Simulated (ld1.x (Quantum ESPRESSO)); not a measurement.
What one change does to a pseudopotential (Sc, TM)

| Item | Value |
| --- | --- |
| Element | Sc (Z = 21) |
| Generator | ld1.x (Quantum ESPRESSO) 7.5 |
| Type | norm-conserving Troullier–Martins (Kleinman–Bylander form) |
| Functional | PBE |
| Relativity | scalar-relativistic |
| Frozen core | [Ne] 3s2 |
| Valence charge | 9 |
| Reference configuration | 3p6 3d1 4s1.5 4p0 (charge +0.5) |
| Partial waves | 3p (bound): rc 1.00 bohr; 3d (bound): rc 1.55 bohr; 4s (bound): rc 2.35 bohr |
| Local potential | the s channel |
| Core correction | none |

Change: reference 3p6 3d0 4s0 4p0.

Cutoffs: the cutoffs (Ry, on a coarse ladder) from which the occupation-weighted sum of valence levels, in a spherical-Bessel basis at the reference potential, stays within 10 and 1 mRy of its value at 400 Ry; they do not see the model core or the augmentation charge, which bear on the density cutoff. Errors are all-electron minus pseudo energies relative to the spin-unpolarised reference configuration.

Task: What does the change do?

Result: The potential gets neither clearly harder nor softer (80 Ry and 140 Ry → 80 Ry and 140 Ry); the range in which the p phases agree narrows (upper end -1.3 → -3.0); the range in which the d phases agree narrows (upper end 0.2 → -1.5); neither file shows a bound ghost.

```tsv
quantity	base	changed
cutoff, loose	80 Ry	80 Ry
cutoff, tight	140 Ry	140 Ry
bound ghosts	none	none
largest error over its own tests, meV	-1027	-888
s: phases at 2.55 bohr within 0.05 rad from the reference energy up to (Ry; the scan ends near 5)	0.0	0.1
p: phases at 2.55 bohr within 0.05 rad from the reference energy up to (Ry; the scan ends near 5)	-1.3	-3.0
d: phases at 2.55 bohr within 0.05 rad from the reference energy up to (Ry; the scan ends near 5)	0.2	-1.5
```
